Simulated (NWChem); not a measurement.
Species: CH₄AlClO; SMILES [CH3][Al]([OH])[Cl]

```xyz
8

Al    -0.0663    -0.4075     0.0001
Cl     0.1130     1.7137     0.0000
C      1.5016    -1.5586     0.0000
H      1.2111    -2.6145     0.0039
H      2.1293    -1.3723     0.8793
H      2.1249    -1.3778    -0.8837
O     -1.6387    -1.0755     0.0000
H     -2.4250    -0.5150    -0.0002
```
Atoms are numbered in this order, from 1.

Computed with NWChem. Pople sets run with spherical d functions. The geometry was optimised at B3LYP/6-31G* (spherical d). Ions are spin-unrestricted doublets at the neutral geometry; other ion states weren't tried. Functional: LC-ωPBE (HJS hole) with 6-31G*; rows give the range parameter ω in 1/bohr.

```json
[
 {"range parameter (1/bohr)": "0.20", "vertical ionisation energy, ΔSCF (eV)": "10.70", "−ε(HOMO) (eV)": "9.88", "ΔSCF minus −ε(HOMO) (eV)": "0.82"},
 {"range parameter (1/bohr)": "0.30", "vertical ionisation energy, ΔSCF (eV)": "11.09", "−ε(HOMO) (eV)": "10.78", "ΔSCF minus −ε(HOMO) (eV)": "0.31"},
 {"range parameter (1/bohr)": "0.35", "vertical ionisation energy, ΔSCF (eV)": "11.24", "−ε(HOMO) (eV)": "11.13", "ΔSCF minus −ε(HOMO) (eV)": "0.11"},
 {"range parameter (1/bohr)": "0.40", "vertical ionisation energy, ΔSCF (eV)": "11.35", "−ε(HOMO) (eV)": "11.43", "ΔSCF minus −ε(HOMO) (eV)": "-0.08"},
 {"range parameter (1/bohr)": "0.80", "vertical ionisation energy, ΔSCF (eV)": "11.59", "−ε(HOMO) (eV)": "12.56", "ΔSCF minus −ε(HOMO) (eV)": "-0.97"}
]
```
